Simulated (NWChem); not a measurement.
System meant: CrSOBrF; SMILES [O]=[Cr]([F])(=[S])[Br]

NWChem input:

```
start job
memory heap 200 mb stack 900 mb global 1100 mb
geometry units angstroms noautoz
  Cr    -0.301790     0.588448     0.070847
  O     -0.923538     0.876771     1.449153
  S      1.400636     1.598044    -0.080780
  F     -1.365747     1.045274    -1.174174
  Br     0.162083    -1.642152    -0.032331
end
basis spherical
  * library def2-svp
end
dft
  xc xpbe96 cpbe96
  iterations 4
  mulliken
end
task dft energy
```

End of the output:

```
    Atom       Charge   Shell Charges
 -----------   ------   -------------------------------------------------------
    1 Cr  24    26.53   2.00  2.00  1.91  0.32  0.11  5.99  5.85  1.16  5.26  1.89  0.03
    2 O    8     8.51   1.98  1.01  0.68  3.00  1.82  0.03
    3 S   16    13.66   2.00  1.96  1.01  0.70  5.74  1.03  1.16  0.06
    4 F    9     8.92   1.98  1.01  0.77  3.02  2.14  0.01
    5 Br  35    34.37   2.00  2.00  1.96  1.14  0.71  5.99  5.79  2.19  2.55  7.82  2.05  0.17

 center of mass
 --------------
 x =  -0.01131379 y =  -0.12121908 z =  -0.01163156

 moments of inertia (a.u.)
 ------------------
        1453.540015875790          -0.000000000000           0.000000000000
          -0.000000000000         639.039374539448           0.000000000000
           0.000000000000           0.000000000000        1663.556491173039

     Multipole analysis of the density
     ---------------------------------

     L   x y z        total         alpha         beta         nuclear
     -   - - -        -----         -----         ----         -------
     0   0 0 0     -0.000000    -46.000000    -46.000000     92.000000

     1   1 0 0      7.918601      3.959300      3.959300     -0.000000
     1   0 1 0      1.737060      0.868530      0.868530      0.000000
     1   0 0 1     -3.028607     -1.514304     -1.514304     -0.000000

     2   2 0 0    -26.117965   -116.797720   -116.797720    207.477476
     2   1 1 0     19.175364      5.212712      5.212712      8.749940
     2   1 0 1      1.293246      1.888034      1.888034     -2.482822
     2   0 2 0    -14.821006   -292.277522   -292.277522    569.734037
     2   0 1 1     -5.294760     -2.818948     -2.818948      0.343136
     2   0 0 2    -42.937362    -74.024368    -74.024368    105.111375

 ------------------------------------------------------------------------
 dft energy failed                                                                                  0
 ------------------------------------------------------------------------
 ------------------------------------------------------------------------
  current input line :
    18: task dft energy
 ------------------------------------------------------------------------
 ------------------------------------------------------------------------
 This type of error is most commonly associated with calculations not reaching convergence criteria
 ------------------------------------------------------------------------
 For more information see the NWChem manual at https://nwchemgit.github.io

0:dft energy failed:Received an Error in Communication
```

**Question.** Find the fault in this run and fix the input.

**Answer.** The run did not converge; its last values are not results. Cause: the SCF was allowed too few iterations. This input runs:
```
start job
memory heap 200 mb stack 900 mb global 1100 mb
geometry units angstroms noautoz
  Cr    -0.301790     0.588448     0.070847
  O     -0.923538     0.876771     1.449153
  S      1.400636     1.598044    -0.080780
  F     -1.365747     1.045274    -1.174174
  Br     0.162083    -1.642152    -0.032331
end
basis spherical
  Cr library def2-svp
  O library def2-svp
  S library def2-svp
  F library def2-svp
  Br library def2-svp
end
dft
  xc xpbe96 cpbe96
  iterations 150
  mulliken
end
task dft energy
```
It converges to -4190.38014 Ha (PBE/def2-SVP).
